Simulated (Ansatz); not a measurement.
germanium monotelluride (GeTe), SMILES [Te]=[Ge] (connectivity only; charge and spin as stated), neutral, multiplicity 1.

Coordinates come from a PBE0-D3(BJ)/def2-TZVP optimisation. The def2 effective core potentials stand for the cores of Te; spin–orbit coupling is left out.

Two levels are set side by side: PBE/def2-TZVPD (Ansatz, an electronic-structure program) and PBE0/def2-TZVPD (Ansatz). Energy differences of separate SCF runs at the same geometry; the states with an electron removed or added have multiplicity 2 and 2. Differences are taken from unrounded values.

| quantity | PBE0 |
|---|---|
| vertical ionisation energy (eV) | 9.11 |
| vertical electron affinity (eV) | 0.88 |
| vertical singlet–triplet gap (eV) | 2.30 |

Task: What does PBE give, and how far is it from PBE0? (An estimate is asked for; the answer gives what the named calculation found.)

Result: 
```json
[
 {"quantity": "vertical ionisation energy (eV)", "PBE": "9.15", "PBE minus PBE0": "0.05"},
 {"quantity": "vertical electron affinity (eV)", "PBE": "0.74", "PBE minus PBE0": "-0.14"},
 {"quantity": "vertical singlet–triplet gap (eV)", "PBE": "2.49", "PBE minus PBE0": "0.20"}
]
```
